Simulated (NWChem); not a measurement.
C2H3Cl3; SMILES ClC(Cl)(Cl)C

Results from NWChem. Pople sets run with spherical d functions. Coordinates come from a PBE0/def2-SVP optimisation. Computed dipoles belong to the equilibrium geometry; the measured one is vibrationally averaged.

Measured dipole moment: 1.78 D (NIST CCCBDB, as tabulated in the package chemicals).

```
level              dipole moment (D)  computed − measured
-----------------  -----------------  -------------------
B3LYP/STO-3G                    2.24                +0.46
B3LYP/3-21G                     2.24                +0.46
B3LYP/6-31G*                    1.92                +0.14
B3LYP/6-31+G*                   1.95                +0.17
B3LYP/def2-SVP                  1.65                -0.13
B3LYP/def2-SVPD                    ?                    ?
B3LYP/def2-TZVP                 1.78                 0.00
B3LYP/6-311++G**                1.93                +0.15
B3LYP/aug-cc-pVTZ                  ?                    ?
```

What belongs in the gaps?


- B3LYP/aug-cc-pVTZ, dipole moment (D): 1.81
- B3LYP/aug-cc-pVTZ, computed − measured: +0.03
- B3LYP/def2-SVPD, dipole moment (D): 1.83
- B3LYP/def2-SVPD, computed − measured: +0.05
